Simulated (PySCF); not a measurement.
Compound: C3H10FOSi2 (doublet state).
SMILES with atom numbers: `[CH3:1][CH:2]([CH3:3])[SiH:4][O:5][SiH2:6][F:7]` (hydrogens: H8, H9, H10 on C1; H11 on C2; H12, H13, H14 on C3; H15 on Si4; H16, H17 on Si6)

Structure used (GFN2-xTB), in Å, numbered top down from 1:
```
atom  x, y, z in Å
C1    -1.0528    1.1919    0.5127
C2    -1.2441    0.1006   -0.5407
C3    -1.4885   -1.2447    0.1408
Si4    0.2722    0.0565   -1.7114
O5     1.6416   -0.2104   -0.8509
Si6    2.6278   -0.2366    0.4122
F7     1.9128   -1.1041    1.5623
H8    -0.1867    0.9710    1.1345
H9    -0.9058    2.1662    0.0495
H10   -1.9269    1.2506    1.1612
H11   -2.1301    0.3522   -1.1337
H12   -1.6843   -2.0243   -0.5924
H13   -0.6207   -1.5355    0.7286
H14   -2.3452   -1.1822    0.8117
H15    0.5428    1.3310   -2.3820
H16    3.8119   -0.9616    0.0049
H17    2.7689    1.0915    0.9817
```

The hyperfine couplings belong to this conformer and change with its torsions.

Theory: UKS B3LYP, pcH-1 on C F H O Si, non-relativistic, mean-field spin-orbit, GIAO (PySCF). Geometry: GFN2-xTB, one conformer, isolated molecule. Couplings are sensitive to structure, and on GFN2-xTB geometries they can be far from those on DFT ones, by a factor of two or more for some ions and for spin on atoms past the first row. The SCF solution wasn't tested for stability.

Q: Predict the first-order ENDOR lines of C2, C1/C3, F7, H15, H11, H8 (×6), H16/H17 and Si6 under fast tumbling at B = 341.0 mT (X band).

A: For S = 1/2 in fast tumbling each set of equivalent nuclei gives two lines, ν± = |νn ± a/2| to first order, with νn = g_N μN B/h and μN/h = 7.62259 MHz/T.

```tsv
nuclei	isotope	g_N	νn (MHz)	a_iso (MHz)	lower line (MHz)	upper line (MHz)
C2	13C	1.4048	3.65	48.89	20.79	28.09
C1/C3	13C	1.4048	3.65	11.80	2.25	9.55
F7	19F	5.2577	13.67	-1.41	12.96	14.37
H15	1H	5.5857	14.52	108.73	39.84	68.88
H11	1H	5.5857	14.52	-5.54	11.75	17.29
H8 (×6)	1H	5.5857	14.52	4.89	12.07	16.97
H16/H17	1H	5.5857	14.52	3.42	12.81	16.23
Si6	29Si	-1.1106	2.89	-10.71	2.47	8.24
```

The rows for 13C and 29Si, of low natural abundance, apply to labelled samples.

Q: Which pairs are centred on the nuclear Larmor frequency, and which on half the coupling?

A: Centred on νn, since |a| < 2νn: F7, H11, H8 (×6) and H16/H17. Centred on |a|/2 and split by 2νn: C2, C1/C3, H15 and Si6.

Class means assume fast exchange of nuclei equivalent by connectivity; if that motion is slow, each nucleus keeps its own coupling. The six 1H nuclei of mean +4.9 MHz run from -1.4 to 27.2 MHz in the frozen geometry. The 13C value of +11.8 MHz is a mean of couplings from 0.9 to 22.7 MHz in this one geometry, not an average over conformers. The 1H value of +3.4 MHz is a mean of couplings from -1.0 to 7.8 MHz in this one geometry, not an average over conformers.
